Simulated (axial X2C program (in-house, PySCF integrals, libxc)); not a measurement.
**Worked dissociation energy of ZrTe⁻: LDA, without spin–orbit coupling**

Computed with an in-house relativistic program for diatomic molecules. Spin-free means the one-electron spin-free X2C Hamiltonian. Basis: Te dyall-acv3z [12s13p9d5f1g], Zr dyall-acv3z [12s13p10d6f3g] (cores contracted in-house); Gaussian nuclei, density fitting, unrestricted open shells. Masses: Te 129.906 u, Zr 89.905 u.

Molecular state: M_S = 1/2, Λ = 2 (beyond evenly filled blocks: δ+α).

| Property | Result |
| --- | --- |
| E(Te-) (2M_S = 1, M_L = 1) | -6787.547524 hartree |
| E(Zr) (2M_S = 2, M_L = 0) | -3593.837041 hartree |
| E(ZrTe⁻) at Re | -10381.554052 hartree |
| ωe | 269.4 cm⁻¹ |
| ωexe | 0.499 cm⁻¹ |

Work out De and D0.

De = -6787.547524 + (-3593.837041) − (-10381.554052) = 0.16949 hartree = 4.612 eV. The zero-point energy is ωe/2 − ωexe/4 = 135 cm⁻¹ = 0.017 eV, so D0 = 4.595 eV.

Occupations by symmetry block were frozen at the best pattern of an incomplete PBE0 search. Dissociation energies refer to the lowest single-determinant-based atoms at the same level and basis. Other states lie close and PBE0, whose exact exchange favours high spin, may order them wrongly; the determinant shown need not be the ground state. The nearest other spin-free determinant of the search, M_S = 3/2, Λ = 3, lies 0.33 eV up at the distance of the search. Without a current term, density functionals place determinants with orbital angular momentum somewhat too high. The highest occupied level of some functionals is positive through self-interaction error; at Hartree–Fock it is bound. The determinant is spin-polarised beyond a pure state at some levels (its spin-free form has ⟨S²⟩ too high), which makes Re and μ there less reliable. Spin-free De lacks the spin–orbit lowering of the heavy p-block atom, a tenth of an eV or more for 4p and 5p, up to an eV for 6p and one to two eV for 7p atoms, less what an open-shell molecule gains itself.

LDA overbinds, often by about an eV.

Each atomic determinant is the lowest at this level and need not be a pure term. Totals compare only within one Hamiltonian and basis.
